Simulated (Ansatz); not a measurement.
Cost and result for the atomization energy of `C[B-](C)(C)[PH3+]` (17 atoms, 16 bonds).

```json
{"atom": "C1", "x (Å)": "-0.724", "y (Å)": "-0.673", "z (Å)": "-1.375"}
{"atom": "B2", "x (Å)": "0.074", "y (Å)": "0.105", "z (Å)": "-0.201"}
{"atom": "C3", "x (Å)": "-0.365", "y (Å)": "1.652", "z (Å)": "-0.011"}
{"atom": "C4", "x (Å)": "1.675", "y (Å)": "-0.135", "z (Å)": "-0.210"}
{"atom": "P5", "x (Å)": "-0.545", "y (Å)": "-0.786", "z (Å)": "1.484"}
{"atom": "H6", "x (Å)": "-1.814", "y (Å)": "-0.578", "z (Å)": "-1.318"}
{"atom": "H7", "x (Å)": "-0.426", "y (Å)": "-0.226", "z (Å)": "-2.331"}
{"atom": "H8", "x (Å)": "-0.486", "y (Å)": "-1.741", "z (Å)": "-1.448"}
{"atom": "H9", "x (Å)": "0.114", "y (Å)": "2.155", "z (Å)": "0.837"}
{"atom": "H10", "x (Å)": "-1.447", "y (Å)": "1.805", "z (Å)": "0.079"}
{"atom": "H11", "x (Å)": "-0.051", "y (Å)": "2.198", "z (Å)": "-0.909"}
{"atom": "H12", "x (Å)": "2.203", "y (Å)": "0.324", "z (Å)": "0.633"}
{"atom": "H13", "x (Å)": "2.075", "y (Å)": "0.335", "z (Å)": "-1.116"}
{"atom": "H14", "x (Å)": "1.971", "y (Å)": "-1.189", "z (Å)": "-0.255"}
{"atom": "H15", "x (Å)": "-1.921", "y (Å)": "-0.752", "z (Å)": "1.790"}
{"atom": "H16", "x (Å)": "-0.309", "y (Å)": "-2.168", "z (Å)": "1.637"}
{"atom": "H17", "x (Å)": "-0.024", "y (Å)": "-0.326", "z (Å)": "2.712"}
```

Total charge 0; spin multiplicity 1. The structure was optimised at the PBE0-D4/def2-TZVP level. It is one conformer, not always the lowest. Program: Ansatz. All runs use 4 threads of an Arm Neoverse V1 on a shared host. Times are those of one run each, without the atoms' runs, and a repeat can differ threefold. Electronic energies, without spin–orbit coupling; frozen cores. CCSD(T)/CBS adds CCSD(T) − MP2 in def2-TZVPP to the MP2 limit, and its time is that of the two runs behind it. T1 = 0.010. B3LYP takes the VWN-RPA correlation (the form of Gaussian; ORCA's B3LYP/G).

CCSD(T)/CBS is a level of theory with its own doubt, some kJ/mol a heavy atom from the limit and from the frozen cores, so smaller differences don't rank the functionals.

```csv
level,functions,atomization (kJ/mol),difference from CCSD(T)/CBS,per bond
PBE0-D4/def2-TZVPP,334,6091.7,36.8,2.3
ωB97X-V/def2-TZVPP,334,6087.5,32.6,2.0
revPBE-D4/def2-TZVPP,334,6038.6,-16.3,-1.0
CCSD(T)/CBS(def2),–,6054.9,0.0,0.0
B3LYP-D4/def2-TZVPP (with forces),334,6093.3,38.4,2.4
CCSD(T)/def2-SVP,134,5790.3,-264.6,-16.5
CCSD(T)/def2-TZVPP,334,5929.5,-125.4,-7.8
r2SCAN-D4/def2-TZVPP (with forces),334,6087.2,32.3,2.0
r2SCANh-D4/def2-TZVPP,334,6070.0,15.1,0.9
B2PLYP/def2-TZVPP,334,6006.8,-48.1,-3.0
MP2/def2-QZVPP,658,6015.9,-39.0,-2.4
PBE-D4/def2-TZVPP (with forces),334,6141.5,86.6,5.4
B97M-V/def2-TZVPP,334,6095.1,40.2,2.5
```

Task: Order the runs by time, with rough figures. (Best estimate.)

Result: The calculation gave: revPBE-D4/def2-TZVPP 4.2 s; PBE-D4/def2-TZVPP (with forces) 6 s; r2SCAN-D4/def2-TZVPP (with forces) 10 s; PBE0-D4/def2-TZVPP 10 s; r2SCANh-D4/def2-TZVPP 13 s; B2PLYP/def2-TZVPP 15 s; B3LYP-D4/def2-TZVPP (with forces) 15 s; CCSD(T)/def2-SVP 18 s; ωB97X-V/def2-TZVPP 18 s; B97M-V/def2-TZVPP 20 s; MP2/def2-QZVPP 79 s; CCSD(T)/def2-TZVPP 32 min; CCSD(T)/CBS(def2) 33 min.

From BLYP to BHLYP (50 % exact exchange), in def2-TZVPP and without D4, the atomization energy moves by −26.5 kJ/mol: exact exchange takes away binding that semilocal exchange gives to molecules. At CCSD(T), def2-SVP lies −264.5 kJ/mol from the extrapolated value and def2-TZVPP −125.3 kJ/mol: correlation converges slowly with the basis, and small sets miss more of it in the bonded molecule than in its fragments. The D4 term adds +60.2 kJ/mol with B3LYP and +32.2 kJ/mol with PBE0; it sums over pairs of atoms, weighted by their polarisabilities, and B3LYP, whose exchange is more repulsive, gets the larger term.
